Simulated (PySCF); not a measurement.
Sn(H)2(F)(vinyl) (C₂H₅FSn), SMILES [F][SnH2][CH]=C.

Geometry: PBE0-D3(BJ)/def2-SVP. The def2 effective core potentials stand for the cores of Sn; spin–orbit coupling is left out. Other conformers were not sampled.

Two levels are set side by side: TDA-PBE/def2-SVPD (PySCF) and TDA-LC-ωPBE/def2-SVPD (PySCF). Vertical, same geometry. The lowest singlet is HOMO→LUMO 98 % with PBE and HOMO−1→LUMO 74 % with the other functional; states are paired by order. Differences are taken from unrounded values.

```csv
quantity,TDA-PBE
lowest singlet excitation (eV),5.47
lowest triplet excitation (TDA) (eV),4.36
first bright state (f over 0.05) (eV),6.21
its oscillator strength,0.05
```

**Question.** These are the TDA-PBE values. What does TDA-LC-ωPBE give? (The exact figures need the calculation; the answer reports its results.)

**Answer.** 
| quantity | TDA-LC-ωPBE | TDA-PBE minus TDA-LC-ωPBE |
|---|---|---|
| lowest singlet excitation (eV) | 6.39 | -0.92 |
| lowest triplet excitation (TDA) (eV) | 4.12 | 0.24 |
| first bright state (f over 0.05) (eV) | 7.45 | -1.24 |
| its oscillator strength | 0.11 | -0.06 |

Functionals without exact exchange tend to place singlet excitations lower, as here. Differences between two approximate levels are no errors against the true value.

Rough cost on one machine, each run with all the roots and properties that it gave: TDA-LC-ωPBE against TDA-PBE about 3 times.
